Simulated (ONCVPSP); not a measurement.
## Ranking ONCV potentials for Cs (Z = 55)

All share these settings but for the change named:

Cs (Z = 55), optimised norm-conserving Vanderbilt (ONCV), made with ONCVPSP 4.0.1 (PBE, fully relativistic). Core [Kr] 4d10, reference 5s2 5p6 6s1. Waves: 5s+6s: rc 2.30 bohr, ncon 4, nbas 7, qcut 3.9 1/bohr, 2 projectors; 5p: rc 2.90 bohr, ncon 4, nbas 7, qcut 4.8 1/bohr, 2 projectors, debl 3.2 Ha; d scattering state at 0.02 Ha: rc 2.30 bohr, ncon 4, nbas 8, qcut 3.5 1/bohr, local. Local part: the d channel. Core correction: Teter function, fcfact 2.25, rcfact 1.75.

Open shells are filled in proportion to 2j + 1.

Test errors are all-electron minus pseudo excitation energies from the reference, over 5s2 5p6 6s0; 5s2 5p6 6s0.5; 5s2 5p6 6s0 6p1; 5s2 5p5 6s1. None of these files shows a bound ghost.

The base gives 37.8 meV.

Of 8 variants that were run, those that failed, showed a ghost or another fault, or gave nearly equal values are left out.

A variant can come out equal or close to the base, since the largest error may sit in a test that the change hardly touches while other tests move.

Task: Rank these variants by their largest absolute test error, smallest first.
A. d: qcut 5
B. all radii but the core radius scaled by about 1.13 (s 2.60, p 3.28, d 2.60 bohr)
C. core correction Teter function, fcfact 1.3, rcfact 1.75
D. core correction polynomial model core, fcfact 0.75

Result: D (14.2 meV), C (29.4 meV), A (37.8 meV), B (44.4 meV).
